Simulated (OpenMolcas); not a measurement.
## Pd2+: ligand-field states by method

Pd2+ with its 6 nearest oxide ions at 2.106 Å, on the Mg site of MgO (a = 4.2112 Å, distance in the model lattice 2.106 Å). The rest of the host is ab initio model potentials to 7.6 Å, with orthogonalisation functions on the cations behind the ligands, and point charges beyond; the distance is set by hand and nothing relaxes. Ligand basis ANO-RCC-VDZP.
```
Pd    0.0000    0.0000    0.0000
O     2.1060    0.0000    0.0000
O     0.0000    2.1060    0.0000
O    -2.1060    0.0000    0.0000
O     0.0000   -2.1060    0.0000
O     0.0000    0.0000    2.1060
O     0.0000    0.0000   -2.1060
```

```json
{
  "Program": "OpenMolcas 26.06",
  "Basis": "ANO-RCC-VTZP [7s6p4d2f1g]",
  "Scalar Hamiltonian": "DKH2, point nucleus",
  "Active space": "8 electrons in 5 orbitals (4d)",
  "State averaging": "2S+1 = 3 even, 10 roots; 2S+1 = 1 even, 15 roots",
  "Spin-orbit coupling": "state interaction with AMFI integrals over the reference wave functions"
}
```

I. CASSCF
II. SS-CASPT2, IPEA 0.25 Eh, imaginary shift 0.1 Eh (closed shells correlated: 4s 4p and the ligand valence shells)

Spin-free states (labels of O, the rotations of Oh) in cm-1, each column counted from its own energy of the first state listed:

```csv
State,Degeneracy,I,II
3A2,1,0,0
1E,2,12460,6560
3T2,3,20728,23640
1A1,1,22488,14520
3T1,3,28841,29540
1T2,3,32491,29980
1T1,3,36227,33120
3T1,3,45182,48780
1T2,3,55066,55680
1E,2,55070,55720
1A1,1,73415,67710
```

From I to II, I's first state of the same spin (3T2) moves from 20728 to 23640 cm-1, by about +2900 cm-1.

From I to II, I's first state of another spin (1E) moves from 12460 to 6560 cm-1, by about -5900 cm-1.

I: A least-squares ligand-field fit to the states below 45000 cm-1, each weighted by its degeneracy and with a free common offset, gives 10Dq = 20364 cm-1, B = 825 cm-1 and C = 2865 cm-1 (C/B = 3.47), with an rms deviation of 96 cm-1. The same method and metal basis give the free ion B = 953 cm-1 (fit to its terms below 60000 cm-1, rms deviation 8 cm-1), so the nephelauxetic ratio is β = 825 / 953 = 0.87; it hangs on how both fits weigh the states, and computed free-ion B values tend to be too large, so β mixes covalency with correlation.

χT at 300 K: I 1.21, II 1.19 cm3 K/mol.

Roots that are degenerate in the reference are averaged as groups; the widest CASPT2 spread within a group is 540 cm-1 (the 3-fold group of multiplicity 1 near 30000 cm-1 above the lowest state of its run, II). Shifts and gaps below about the spread of the groups concerned are not significant. Over all roots computed the reference weight is 0.68 to 0.69 in II; a low but even weight reflects the number of correlated electrons. Real 4d8 and 5d8 ions are as a rule square planar and diamagnetic. The least metal-like active orbital is 81 % on the metal (Löwdin) and no ligand orbital is active, so the numbers are rough. Ligand-to-metal charge-transfer states are missing. With no ligand orbital active B as a rule stays too high, so bands that hang on it stand too high and its fall with covalency is understated. Without dynamic correlation the repulsion within the d shell is too large (B by tens of per cent), so at a given field states of lower spin stand too high (holds for I). With metal d orbitals alone the field can be off either way by tens of per cent (holds for I). With one d shell and no ligand orbital active, 10Dq can be off by a tenth or more (holds for II). The distance lies 4 % under the 2.193 Å that this model takes as the normal distance (a Shannon-type radius plus a fixed donor radius, weighted with the host); by an R⁻⁵ law this alone changes a d-shell field by about +22 %. No measured value stands beside these numbers; the geometry was set by hand and not optimised.
